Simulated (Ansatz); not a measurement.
A series at Hf: from `[NH2][Hf]([NH2])([NH2])[F]`, ligands are replaced one by one, each step taking up HCl and setting free NH₃; n counts the steps. Ansatz, PBE0-D4/def2-TZVP geometries. Each molecule was computed in one conformer, which needn't be the lowest.

| n | molecule | zero-point energy, PBE0-D4/def2-TZVP (kJ/mol) |
| --- | --- | --- |
| 0 | `[NH2][Hf]([NH2])([NH2])[F]` | 198.5 |
| 1 | `[NH2][Hf]([NH2])([F])[Cl]` | 136.9 |
| 2 | `[NH2][Hf]([F])([Cl])[Cl]` | ? |
| 3 | `[F][Hf]([Cl])([Cl])[Cl]` | 14.6 |

Q: By hand: fit a straight line y = ȳ + b (n − n̄) to the 3 given rows and predict n = 2.

A: n̄ = 1.333, ȳ = 116.67; Σ(n − n̄)(y − ȳ) = -285.97, Σ(n − n̄)² = 4.667, so b = -61.27 kJ/mol a step. Prediction: 116.67 + (-61.27) × (0.667) = 75.8 kJ/mol.

Q: By hand: compare with the computed value, 75.5 kJ/mol, and give the steps along the whole series.

A: The line misses by -0.3 kJ/mol (computed minus predicted). Steps: -61.6, -61.4, -60.9 kJ/mol.

The steps differ by at most 0.7 kJ/mol, 1.1 % of a mean step, so the ligands' effects nearly add and a line is close. The miss is 0.2 % of the series' range.
